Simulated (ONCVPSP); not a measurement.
# Potentials for boron (B) compared

Generated with ld1.x 7.5 (TM, RRKJ, ultrasoft, PAW), atompaw 4.2 or ONCVPSP 4.0.1. The cutoff is in Ry: for ld1.x and atompaw files where the sum of valence levels is converged to 10 mRy in a Bessel basis, for ONCV files where the hardest occupied wave has 1 mHa per electron of residual kinetic energy. The error is the largest all-electron minus pseudo excitation energy over each file’s own four to seven test configurations (ionisations up to +4, promotions, holes and added fractions of an electron), all of which were solved. The labels leave out finer settings (local radius, basis sizes, second energies), which also bear on the numbers. Spin-polarised tests are not counted. The rows are a selection from randomly drawn settings: files with unsolved tests, undetermined cutoffs or missed reference levels are left out.

| potential | cutoff (Ry) | largest error (meV) | bound ghosts |
| --- | --- | --- | --- |
| ONCV, LDA (Perdew-Wang 92), scalar-relativistic, rc 1.25/3.70/3.00 (spd), local smoothed, core correction yes, reference 2s1.5 2p1.5, qcut 5.5/3.5/3.7, projectors 1/2/2 | 24 | +1012 | none |
| ONCV, LDA (Perdew-Zunger), scalar-relativistic, rc 1.30/3.10 (sp), local smoothed, core correction yes, reference 2s2 2p1, qcut 4.6/3.6, projectors 2/1 | 21 | +457 | none |
| ONCV, LDA (Perdew-Wang 92), non-relativistic, rc 1.70/2.85 (sp), local smoothed, core correction yes, reference 2s1 2p2, qcut 3.7/5.7, projectors 1/2 | 25 | +348 | none |
| ONCV, PBE, scalar-relativistic, rc 1.65/3.85/4.05 (spd), local smoothed, core correction yes, reference 2s2 2p1, qcut 5.1/4.5/2.3, projectors 2/1/1 | 18 | +435 | none |
| ONCV, PBE, non-relativistic, rc 1.60/3.50/3.20 (spd), local smoothed, core correction yes, reference 2s2 2p1, qcut 5.1/4.8/3.5, projectors 1/2/1 | 20 | +367 | none |
| ONCV, LDA (Perdew-Zunger), scalar-relativistic, rc 1.55/3.25/3.50 (spd), local s, core correction yes, reference 2s1 2p2, qcut 4.5/4.9/3.2, projectors 0/1/1 | 19 | +536 | none |

Problem. Fill in the row for B: ONCV, PBE, scalar-relativistic, rc 1.60/1.60/1.50 (spd), local d, core correction no, reference 2s2, qcut 3.7/5.6/7.5, projectors 2/2/0.

Solution. cutoff 67 Ry, largest error +30 meV, bound ghosts: none.

Problem. Fill in the row for B: ONCV, LDA (Perdew-Zunger), scalar-relativistic, rc 1.35/3.25/2.45 (spd), local smoothed, core correction yes, reference 2s2 2p1, qcut 3.8/4.1/4.4, projectors 2/1/2.

Solution. cutoff 48 Ry, largest error +403 meV, bound ghosts: none.

Problem. Fill in the row for B: ONCV, PBE, scalar-relativistic, rc 1.25/3.35/2.60 (spd), local smoothed, core correction no, reference 2s2 2p1, qcut 5.1/3.5/4, projectors 2/1/2.

Solution. cutoff 22 Ry, largest error +397 meV, bound ghosts: none.
